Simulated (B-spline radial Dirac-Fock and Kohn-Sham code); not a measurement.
# Binding energies of F at several levels of theory

System: the free fluorine atom, [He] 2s2 2p5.

The density-functional columns are spherical, spin-unpolarised Dirac-Kohn-Sham results without Breit or QED terms: −ε is minus the orbital energy of the initial state and ΔSCF the difference of two total energies, and "half-occupied" is minus the orbital energy with half an electron removed (Slater transition state). The reference in the last column comes from multi-electron Dirac-Fock with separately optimised hole states, Breit and Lamb-shift corrections added in first order. All numbers are from a B-spline atomic structure program, in eV; a selection of levels is shown.

```
    level  PBE −ε  LDA −ε  LDA ΔSCF  LDA half-occupied  Dirac-Fock
   K (1s)   663.4   658.9     703.4              703.2       698.0
  L1 (2s)   29.90   29.65     38.22              38.10       40.12
L2,3 (2p)   11.11   11.30     19.56              19.40       17.11
```

Q: Order the estimates of the K (1s) level by their distance from the Dirac-Fock value, nearest first.
A. LDA −ε
B. PBE −ε
C. LDA half-occupied
D. LDA ΔSCF

A: C (5.1 eV), D (5.3 eV), B (34.7 eV), A (39.1 eV).

For the outermost level NIST gives 17.42282 eV (measured); the differences from it are PBE −ε -6.31, LDA −ε -6.12, LDA ΔSCF +2.14, LDA half-occupied +1.98, Dirac-Fock -0.31 eV. The computed values are configuration averages and the table refers to the lowest terms.
